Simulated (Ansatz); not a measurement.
```yaml
crystal:
  periodic: [false, false, false]
  atoms:
    - {symbol: F, position_ang: [0.997741, 1.293017, -1.104885]}
    - {symbol: C, position_ang: [-0.166553, 0.758192, -1.484274]}
    - {symbol: F, position_ang: [0.103862, -0.354215, -2.166512]}
    - {symbol: F, position_ang: [-0.770864, 1.617129, -2.308330]}
    - {symbol: C, position_ang: [-1.060246, 0.482395, -0.289369]}
    - {symbol: O, position_ang: [-0.438015, -0.369713, 0.603302]}
    - {symbol: Ti, position_ang: [0.854668, -1.069216, 1.569015]}
    - {symbol: F, position_ang: [2.149294, -1.621039, 0.533900]}
    - {symbol: F, position_ang: [1.473095, 0.147688, 2.663594]}
    - {symbol: F, position_ang: [0.211769, -2.413326, 2.488014]}
    - {symbol: H, position_ang: [-1.290214, 1.440661, 0.186291]}
    - {symbol: H, position_ang: [-1.987537, 0.033327, -0.656845]}
basis:
  gaussian: {orbitals: cc-pVTZ-DK}
hamiltonian: {xc: {name: wB97X-V}}
scf: {lower_state_search: full}
output: {forces: true}
```

```sh
$ ansatz run in.yaml --threads 4 --pin off --events-out ev --progress --plain --max-ram 66560MiB --backend cuda --devices 0, --max-vram 37GiB
```

Shortened log:

```
Functional definition: wB97X-V
2050 factors; their error is unknown
400 factors; integrals over basis functions are off by at most 3.7e-5 eV
mean field evaluation 1: about -43698.7788 eV, gradient 9.0e1 eV
mean field evaluation 2: about -43645.4826 eV, gradient 2.4e2 eV
mean field evaluation 4: about -43711.4952 eV, gradient 9.8e0 eV
mean field evaluation 8: about -43711.6354 eV, gradient 2.0e-1 eV
mean field evaluation 16: about -43711.7117 eV, gradient 1.3e-3 eV
mean field evaluation 64: about -43711.7117 eV, gradient 9.3e-3 eV
mean field -43711.71168732 eV, -1606.3757756467 hartree, gradient 1.1e-5 eV, S^2 0.000000; 3 other end points of the search recorded, 0 dependent functions left out
reference -43711.71168344 eV, -1606.3757755040 hartree; 49, 49 occupied and 317, 317 virtual orbitals, 2050 factors
Total energy: -43711.71168344 eV, -1606.3757755040 hartree
Relativity: scalar
Atom 0 at     0.997741     1.293017    -1.104885 Å, force     0.281961     0.116075     0.114358 eV/Å
Atom 1 at    -0.166553     0.758192    -1.484274 Å, force    -0.139012    -0.031696     0.153869 eV/Å
Atom 2 at     0.103862    -0.354215    -2.166512 Å, force     0.065503    -0.275241    -0.144687 eV/Å
Atom 3 at    -0.770864     1.617129    -2.308330 Å, force    -0.133989     0.190595    -0.179588 eV/Å
Atom 4 at    -1.060246     0.482395    -0.289369 Å, force    -0.294917     0.238114    -0.166996 eV/Å
Atom 5 at    -0.438015    -0.369713     0.603302 Å, force     0.153127    -0.231771     0.220269 eV/Å
Atom 6 at     0.854668    -1.069216     1.569015 Å, force    -0.019441     0.020917    -0.030276 eV/Å
Atom 7 at     2.149294    -1.621039     0.533900 Å, force     0.054162    -0.021449    -0.036790 eV/Å
Atom 8 at     1.473095     0.147688     2.663594 Å, force     0.031261     0.040283     0.043578 eV/Å
Atom 9 at     0.211769    -2.413326     2.488014 Å, force    -0.014947    -0.051509     0.037761 eV/Å
Atom 10 at    -1.290214     1.440661     0.186291 Å, force     0.008025     0.003411    -0.003003 eV/Å
Atom 11 at    -1.987537     0.033327    -0.656845 Å, force     0.008268     0.002273    -0.008494 eV/Å
Dipole moment:    -0.503941     0.204988    -0.044957 e Å
```

It took 22 s on 4 threads of an AMD EPYC 7R13 on a shared host and a share of an NVIDIA H100 80 GB, with 1.1 GiB of host memory at the peak.
